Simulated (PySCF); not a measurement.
Sulfur: a sound run and one with changed settings

Sound run: S²⁺ [Ne] 3s2 3p2, S³⁺ [Ne] 3s2 3p1. Calculation: PySCF 2.14, in x2c-TZVPall (5s5p2d1f, 37 functions); scalar relativity by spin-free X2C-1e. In the sound run the correlated levels freeze [Ne]. The sound run starts from symmetry-adapted Hartree-Fock orbitals and uses a fine grid where one is needed.

Changed run: all electrons correlated in a basis built for the valence shell.

| species | method | sound run (hartree) | changed run (hartree) | converged |
| --- | --- | --- | --- | --- |
| S²⁺ | MP2 | -397.47637 | -397.57977 | yes |
| S²⁺ | CCSD(T) | -397.50082 | -397.60404 | yes |
| S³⁺ | MP2 | -396.20498 | -396.30797 | yes |
| S³⁺ | CCSD(T) | -396.22652 | -396.32976 | yes |

Ionisation energy of S²⁺:

| method | sound run (eV) | changed run (eV) |
| --- | --- | --- |
| UHF | 34.139 | 34.139 |
| MP2 | 34.596 | 34.607 |
| SCS-MP2 | 34.503 | 34.512 |
| CCSD | 34.645 | 34.646 |
| CCSD(T) | 34.676 | 34.675 |

A valence basis has no tight correlating functions, so it recovers only part of the core correlation, and not evenly between atom and ion.

For comparison, NIST gives 34.86 ± 0.04 eV between the lowest levels.
